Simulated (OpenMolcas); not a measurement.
**Os³⁺: effect of the active space**

```yaml
Program: OpenMolcas 26.06
Method: MS-CASPT2 or its RAS form, IPEA 0.25 Eh, imaginary shift 0.1 Eh
Basis: ANO-RCC-VQZP
Scalar_Hamiltonian: DKH2, point nucleus
Spin-orbit_coupling: state interaction with AMFI integrals over the reference wave functions, term energies averaged over their components
```

A. 5 electrons in 5 orbitals (5d); 2S+1 = 6 even, 1 root; 2S+1 = 4 even, 24 roots; 2S+1 = 2 even, 75 roots; closed shells correlated: 5s 5p; CASPT2 step roughly 80 core-seconds
B. 11 electrons in 8 orbitals (RAS1 5p, at most 2 holes; RAS2 5d); 2S+1 = 6 even, 1 root; 2S+1 = 4 even, 24 roots; 2S+1 = 2 even, 75 roots; closed shells correlated: 5s; CASPT2 step about 2.2 core-minutes
C. 5 electrons in 10 orbitals (5d 6d); 2S+1 = 6 even, 1 root; 2S+1 = 4 even, 24 roots; 2S+1 = 2 even, 70 roots; closed shells correlated: 5s 5p; CASPT2 step roughly 26 core-minutes

Energies in cm-1 above 5d5 6S 5/2.

```
               Level      A      B      C
          5d5 6S 5/2    0.0    0.0    0.0
   5d5 4G 7/2 [67 %]  21010  21100  20900
         5d5 4G 11/2  22090  22130  22140
          5d5 4G 9/2  22820  22910  22790
   5d5 4P 1/2 [60 %]  24380  24600  24180
   5d5 4D 7/2 [70 %]  26870  27190  26900
   5d5 4D 1/2 [64 %]  30480  30820  30290
         5d5 2I 11/2  32220  32140  32130
         5d5 2I 13/2  35160  35090  35190
   5d5 2H 9/2 [51 %]  40860  40960  40820
5d5 2F 7/2(1) [59 %]  44520  44800  44290
          5d5 2S 1/2  47720  48120  47150
  5d5 2H 11/2 [73 %]  48040  48130  48050
       5d5 2D 3/2(2)  53690  53970  54540
5d5 2D 5/2(2) [62 %]  57510  57980  58300
       5d5 2G 9/2(2)  60010  60180  59980
       5d5 2G 7/2(2)  61720  61870  61380
```

The spin-orbit steps hold different terms of 5d5 (C lacks a 2D), which shifts levels as well.

Among A to C the level of the table that moves most is 5d5 2S 1/2, by 970 cm-1 (lowest in C, highest in B). Moves below CASPT2's spread within the term are not significant.

Term energies are means over components that CASPT2 splits; among the terms shown or strongly mixed into the levels shown the widest spread is 760 cm-1 (5d5 4F, A). Blocks of more than 70 roots (2S+1 = 2 even) ran without multistate coupling (holds for A; B). The CASPT2 spread within a term exceeds the gap to the next term for 5d5 4F and 5d5 2F(1), so the order of their levels is uncertain, and so are names and mixing where such terms share a J (holds for A; C). Active for correlation alone: 5p; no level in the range computed is led by a configuration that opens it, so any true level of that kind is missing (holds for B). Active for correlation alone: 6d; no level in the range computed is led by a configuration that fills it, so any true level of that kind is missing (holds for C). Only configurations of the active space appear. Levels that lie high or do not pair safely by name in every column are left out.

A share in square brackets marks a mixed level and gives the weight of the term that names it, the lowest over the columns. A number in round brackets counts repeated terms of one configuration in the order of the reference energies.
